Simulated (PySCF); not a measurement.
Species: [VI4]2- (charge -2 and quartet state).
SMILES: `[I][V-2]([I])([I])[I]`

Method used: PBE0-D3(BJ)/def2-SVP geometry optimisation, gas phase, def2 core potentials past Kr (PySCF).

Masses are those of the commonest isotopes; rigid-rotor values at the optimised geometry. 

What are A, B and C (MHz)?

Ia = 2523.36, Ib = 2740.98, Ic = 2755.35 u·Å²; 505379 MHz·u·Å²/I gives A = 200.3, B = 184.4, C = 183.4 MHz.

Classify the top.

A prolate symmetric top, as the point group C3v requires two equal moments; the computed ones differ by 0.52 % because the geometry is symmetric only within the optimiser's tolerance. Ray's parameter κ = (2B − A − C)/(A − C) = -0.886; −1 is the prolate and +1 the oblate limit.

Where do the R-branch lines fall?

The dipole of 0.15 D (about the centre of mass, as the species is charged) lies along the symmetry axis, so ΔK = 0 and J+1 ← J falls at 2B(J+1) for every K: 0.37 GHz, 0.74 GHz, 1.10 GHz, 1.47 GHz, 1.84 GHz for J = 0 to 4.

For this open shell read J as N, the rotation without spin; fine and hyperfine splittings come on top. No PBE0-D3(BJ)/def2-SVP frequencies stand behind this structure, so it isn't proved a minimum. ⟨S²⟩ = 3.765 (exact for a quartet: 3.75). Whether so highly charged an anion holds all its electrons in the gas phase wasn't checked; a finite basis holds them in any case. The ion is multiply charged and computed without counter-ions or solvent. No vibrational averaging or centrifugal distortion is included, and the geometry carries the error of its method.

Hardware: one thread, Arm Neoverse V2 (aarch64), no GPU (shared host). Cost: 6.4 min wall, 0.66 GiB resident at most. That covers the optimisation of the geometry.
